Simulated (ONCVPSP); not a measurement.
# What one change does to a pseudopotential (palladium (Pd), ONCV)

ONCVPSP 4.0.1 input, shortened (lines: element, Z, core and valence counts, functional; n l f; lmax; l rc ep ncon nbas qcut; lloc lpopt rc5 dvloc0; l nproj debl; icmod fcfact rcfact), LDA (Perdew-Zunger), scalar-relativistic:

```
  Pd 46.00    6    3        3      upf
    1    0    2.00
    2    0    2.00
    2    1    6.00
    3    0    2.00
    3    1    6.00
    3    2   10.00
    4    0    2.00
    4    1    6.00
    4    2    9.50
    2
    0    0.95    0.00    4    7    5.50
    1    1.70    0.00    3    8   10.00
    2    1.95    0.00    3    7    6.60
    4    5    0.65    6.00
    0    2    4.00
    1    2    2.60
    2    2    1.90
    2    0.25    1.15
```

Change: s: qcut 6.1; p: qcut 11.1; d: qcut 7.3.

Cutoffs: the cutoffs (Ha) at which the residual kinetic energy of the hardest occupied pseudo-wave falls to 1 and 0.1 mHa per electron; they do not see the model core or the augmentation charge, which bear on the density cutoff. Errors are all-electron minus pseudo energies relative to the spin-unpolarised reference configuration.

Task: What does the change do?

Result: The potential gets neither clearly harder nor softer (130 Ha and 151 Ha → 125 Ha and 145 Ha); a bound ghost appears in s, which as a rule spoils a file; the lowest positive-energy flag moves from s at 19.3 eV to p at 290.4 eV; of the 4 tests that both files solve, the error grows in 0 and shrinks in 3 by more than 15 % and 0.3 meV (median size 10.2 → 6.5 meV).

```csv
quantity,base,changed
"cutoff, loose",130 Ha,125 Ha
"cutoff, tight",151 Ha,145 Ha
loose cutoff by channel,"s 130 Ha, p 17 Ha, d 18 Ha","s 125 Ha, p 30 Ha, d 20 Ha"
bound ghosts,none,s
GHOST(+) flags under 300 eV,s at 19.3 eV,p at 290.4 eV
"error for 4s2 4p6 4d10, meV [ΔE -3.37 eV]",+0.7,+0.3
"error for 4s2 4p6 4d9, meV [ΔE 6.02 eV]",+0.2,+0.2
"error for 4s2 4p6 4d8, meV [ΔE 27.10 eV]",+20,+13
"error for 4s1 4p6 4d10, meV [ΔE 88.32 eV]",-218,-169
s: phases at 0.97 bohr within 0.05 rad from the reference energy up to (Ha; the scan ends near 5),to the end of the scan,to the end of the scan
p: phases at 1.73 bohr within 0.05 rad from the reference energy up to (Ha; the scan ends near 5),to the end of the scan,to the end of the scan
d: phases at 1.98 bohr within 0.05 rad from the reference energy up to (Ha; the scan ends near 5),to the end of the scan,to the end of the scan
"rms error of d²Exc/dni dnj with the model core, mHa",0.76,0.74
```

 A true bound ghost makes a file unfit for plane-wave use even where its test errors are small: the radial tests pick states by their node count and pass the ghost by.
